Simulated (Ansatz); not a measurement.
Consider the ligand exchange at the Si–C bond: `C#C[SiH2][GaH2]` + PH₃ → `P[SiH2][GaH2]` + acetylene.

Computed with Ansatz on PBE0-D4/def2-TZVP structures; ΔE is electronic, products minus reactants. CCSD(T)/CBS is the MP2 limit (def2-TZVPP, def2-QZVPP) plus CCSD(T) − MP2 in def2-TZVPP, frozen cores. This one scheme is used for every species. Functionals use def2-TZVPP. HSE06 is defined as in plane-wave codes. For Ga outer-core shells are correlated without core-valence functions, which leaves a few kJ/mol of doubt a bond. Scalar relativity is left out up to krypton. Each species was taken in one conformer, which may not be the lowest.

```tsv
level	ΔE (kJ/mol)
HSE06-D4	8.1
PBE0	9.5
r2SCANh	12.8
RPA@PBE/def2-TZVPP	19.2
CCSD(T)/def2-TZVPP	15.8
HF/def2-QZVPP	24.4
MP2/def2-QZVPP	15.2
MP2/CBS(def2)	13.5
```

What does CCSD(T)/CBS give? (Best estimate.)

Computed: +12.1 kJ/mol. The listed levels differ from it by -4.0, -2.6, 0.7, 7.1, 3.7, 12.3, 3.1, 1.4 kJ/mol.

Largest T1 diagnostic among the species: 0.014.

At CCSD(T), def2-SVP lies +5.8 kJ/mol from the extrapolated value and def2-TZVPP +3.7 kJ/mol. The D4 term adds −3.3 kJ/mol with B3LYP and −1.6 kJ/mol with PBE0; it sums over pairs of atoms, weighted by their polarisabilities, and B3LYP, whose exchange is more repulsive, gets the larger term.

B3LYP here is the variant with VWN-RPA as its local correlation; programs differ in this.
